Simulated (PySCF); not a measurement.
Geometry:
| atom | x (Å) | y (Å) | z (Å) |
| --- | --- | --- | --- |
| C1 | -1.018 | 2.208 | 1.272 |
| C2 | -1.008 | 1.277 | 0.491 |
| C3 | -0.924 | 0.141 | -0.366 |
| C4 | -1.667 | 0.024 | -1.484 |
| Si5 | 0.313 | -1.197 | 0.146 |
| C6 | 2.033 | -0.468 | 0.306 |
| H7 | -1.044 | 3.043 | 1.947 |
| H8 | -2.379 | 0.798 | -1.788 |
| H9 | -1.582 | -0.857 | -2.126 |
| H10 | -0.119 | -1.780 | 1.453 |
| H11 | 0.266 | -2.265 | -0.901 |
| H12 | 2.762 | -1.239 | 0.599 |
| H13 | 2.360 | -0.025 | -0.647 |
| H14 | 2.039 | 0.322 | 1.073 |

Geometry: PBE0-D3(BJ)/def2-SVP; GIAO shifts from PySCF 2.14, gas phase, non-relativistic, averaged over equivalent atoms.

At CAM-B3LYP/pcSseg-1 (149 basis functions, 18 s wall time on 1 thread of an Arm Neoverse V1, shared host):
| atoms | δ (ppm) |
| --- | --- |
| C4 | 152.3 |
| C3 | 140.5 |
| C1 | 93.5 |
| C2 | 85.4 |
| C6 | -6.8 |
| Si5 | -30.0 |
| H8 | 6.38 |
| H9 | 6.28 |
| H10/H11 | 4.24 |
| H7 | 3.39 |
| H12/H13/H14 | 0.37 |

Shifts are taken against calculated references (same method and geometry level): ¹³C (182.45 ppm), ²⁹Si (343.41 ppm), ¹H (31.33 ppm) vs TMS.

Task: What do these become at B97-2/pcSseg-1?

Result: 
```json
{"atoms": "C4", "δ at B97-2/pcSseg-1": "146.4", "change": "-5.9"}
{"atoms": "C3", "δ at B97-2/pcSseg-1": "132.8", "change": "-7.7"}
{"atoms": "C1", "δ at B97-2/pcSseg-1": "90.3", "change": "-3.2"}
{"atoms": "C2", "δ at B97-2/pcSseg-1": "83.4", "change": "-2.0"}
{"atoms": "C6", "δ at B97-2/pcSseg-1": "-6.1", "change": "+0.7"}
{"atoms": "Si5", "δ at B97-2/pcSseg-1": "-28.8", "change": "+1.2"}
{"atoms": "H8", "δ at B97-2/pcSseg-1": "6.42", "change": "+0.04"}
{"atoms": "H9", "δ at B97-2/pcSseg-1": "6.29", "change": "+0.01"}
{"atoms": "H10/H11", "δ at B97-2/pcSseg-1": "4.25", "change": "+0.01"}
{"atoms": "H7", "δ at B97-2/pcSseg-1": "3.47", "change": "+0.08"}
{"atoms": "H12/H13/H14", "δ at B97-2/pcSseg-1": "0.39", "change": "+0.02"}
```

Chemical shifts δ = σref − σ; ¹³C (σ = 183.69 ppm) and ²⁹Si (σ = 357.41 ppm) and ¹H (σ = 31.38 ppm) against TMS, all at this level.

The largest change is at C3 (fully substituted alkene carbon). Cost: 149 basis functions, 17 s wall time on 1 thread of an Arm Neoverse V1, shared host. The order of the carbon signals is the same at both levels.
